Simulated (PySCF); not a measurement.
AlHFCl, SMILES [AlH]([Cl])[F]. Atoms are numbered in the order given.

```xyz
4

Al    -0.5080    -0.5577     0.0000
H     -2.0382    -0.9145     0.0000
F      0.6198    -1.7743     0.0000
Cl     0.1803     1.4196     0.0000
```
Charge 0, spin multiplicity 1.

Geometry optimised at PBE-D3(BJ)/def2-TZVP.

The numbers are results of PySCF with IEF-PCM-PBE0/def2-SVP, not measurements.

The values are the electrostatic part of the solvation free energy, E(continuum) − E(gas) at the gas-phase geometry, in a cavity of scaled van der Waals radii (PySCF's table); cavitation and dispersion terms are not included. A continuum can't describe solvent molecules that bind to the metal. In vacuum the orbital gap is 8.28 eV. The dipole moment in vacuum is 1.26 D.

```
solvent       ε  ΔG(elec) (kcal/mol)  dipole (D)  gap (eV)
--------  -----  -------------------  ----------  --------
water     78.36                 -6.3        1.51      8.77
methanol  32.61                 -6.1        1.50      8.75
acetone   20.49                 -6.0        1.49      8.74
```
